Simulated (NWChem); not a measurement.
Molecule: silicon monosulfide (SiS, singlet); SMILES [Si]=S

```xyz
2

Si     0.0000     0.0000     1.0317
S      0.0000     0.0000    -0.8983
```
Atoms are numbered in this order, from 1.

Level: PBE0-D3(BJ)/def2-TZVP (NWChem), optimised geometry, unscaled harmonic frequencies. Low-valent species are run as closed-shell singlets; no triplet was tried in these runs.

| frequency (cm⁻¹) | IR intensity (km/mol) |
|---|---|
| 767 | 52.6 |

```json
{
 "zero_point_energy": "1.1 kcal/mol",
 "thermal correction to the enthalpy at 298.15 K (with zero-point energy)": "3.2 kcal/mol",
 "heat capacity Cv": "5.7 cal/(mol K)",
 "entropy at 298.15 K and 1 atm (symmetry number 1)": "53.4 cal/(mol K)",
 "dipole_moment": "1.73 D"
}
```

Rigid rotor and harmonic oscillator.
